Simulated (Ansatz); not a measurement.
Cost and result for the atomization energy of `C[SiH2][SiH2]S` (12 atoms, 11 bonds).

| atom | x (Å) | y (Å) | z (Å) |
| --- | --- | --- | --- |
| C1 | 0.9381 | -0.7584 | 1.4177 |
| Si2 | -0.6858 | -0.0696 | 0.7863 |
| Si3 | -0.6532 | 0.0806 | -1.5474 |
| S4 | 0.9906 | 1.3265 | -2.1565 |
| H5 | 1.0829 | -1.7838 | 1.0709 |
| H6 | 0.9637 | -0.7591 | 2.5094 |
| H7 | 1.7720 | -0.1557 | 1.0519 |
| H8 | -0.9080 | 1.3086 | 1.3128 |
| H9 | -1.8340 | -0.9113 | 1.2295 |
| H10 | -0.3530 | -1.2300 | -2.1835 |
| H11 | -1.9423 | 0.5817 | -2.0998 |
| H12 | 0.6290 | 2.3705 | -1.3913 |

The species carries charge 0 and has multiplicity 1. The geometry is a stationary point of PBE0-D4/def2-TZVP. It is one conformer, not always the lowest. Program: Ansatz. All runs use 4 threads of an Arm Neoverse V1 on a shared host. Times are those of one run each, without the atoms' runs, and a repeat can differ threefold. Electronic energies, without spin–orbit coupling; frozen cores. CCSD(T)/CBS adds CCSD(T) − MP2 in def2-TZVPP to the MP2 limit, and its time is that of the two runs behind it. T1 = 0.011. HSE06 is the plane-wave form, built on full-range PBE exchange.

CCSD(T)/CBS is a level of theory with its own doubt, some kJ/mol a heavy atom from the limit and from the frozen cores, so smaller differences don't rank the functionals.

```csv
level,functions,wall time
LDA (SPW92)/def2-TZVPP,269,1.6 s
revPBE-D4/def2-TZVPP,269,2.4 s
CCSD(T)/def2-SVP,108,3.3 s
BHLYP-D4/def2-TZVPP,269,3.8 s
HSE06-D4/def2-TZVPP,269,4.1 s
r2SCAN-D4/def2-TZVPP (with forces),269,6 s
B2PLYP/def2-TZVPP,269,6 s
r2SCANh-D4/def2-TZVPP,269,6.5 s
PBE-QIDH/def2-TZVPP,269,6.5 s
B97M-V/def2-TZVPP,269,11 s
MP2/def2-QZVPP,507,24 s
CCSD(T)/def2-TZVPP,269,2.1 min
CCSD(T)/CBS(def2),–,2.5 min
```

What atomization energy does each give, and how far from CCSD(T)/CBS? (Best estimate.)

Computed: 
```csv
level,atomization (kJ/mol),difference from CCSD(T)/CBS,per bond
LDA (SPW92)/def2-TZVPP,4288.9,425.9,38.7
revPBE-D4/def2-TZVPP,3797.2,-65.8,-6.0
CCSD(T)/def2-SVP,3609.2,-253.8,-23.1
BHLYP-D4/def2-TZVPP,3804.0,-59.0,-5.4
HSE06-D4/def2-TZVPP,3841.2,-21.8,-2.0
r2SCAN-D4/def2-TZVPP (with forces),3865.6,2.6,0.2
B2PLYP/def2-TZVPP,3798.3,-64.7,-5.9
r2SCANh-D4/def2-TZVPP,3854.6,-8.4,-0.8
PBE-QIDH/def2-TZVPP,3822.7,-40.3,-3.7
B97M-V/def2-TZVPP,3889.8,26.8,2.4
MP2/def2-QZVPP,3810.0,-53.0,-4.8
CCSD(T)/def2-TZVPP,3764.3,-98.7,-9.0
CCSD(T)/CBS(def2),3863.0,0.0,0.0
```

At CCSD(T), def2-SVP lies −253.8 kJ/mol from the extrapolated value and def2-TZVPP −98.6 kJ/mol: correlation converges slowly with the basis, and small sets miss more of it in the bonded molecule than in its fragments. From BLYP to BHLYP (50 % exact exchange), in def2-TZVPP and without D4, the atomization energy moves by +14.8 kJ/mol. In def2-TZVPP, CCSD(T) changes the Hartree–Fock value by +844.2 kJ/mol (the triples alone add +40.2 kJ/mol) and MP2 by +831.7 kJ/mol; breaking electron pairs costs correlation energy, which Hartree–Fock lacks.
